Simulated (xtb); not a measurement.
fluoromethyl(silyloxy)silane (CH₇FOSi₂), SMILES FC[SiH2]O[SiH3]. All values are semi-empirical tight-binding results from xtb (GFN2-xTB unless named), good for trends rather than for accurate numbers. Geometry optimised at GFN2-xTB. The values are those of a single conformer.

A frequency run showed that this geometry is not a minimum.

The orbital gap comes out as 5.32 eV and the dipole moment comes out as 2.66 D. The static polarisability (D4 model) is 77.7 bohr³. The solvation energy, GFN2-xTB/ALPB(water) is -0.5 kcal/mol. The solvation energy, GFN2-xTB/ALPB(benzene) is -2.6 kcal/mol.
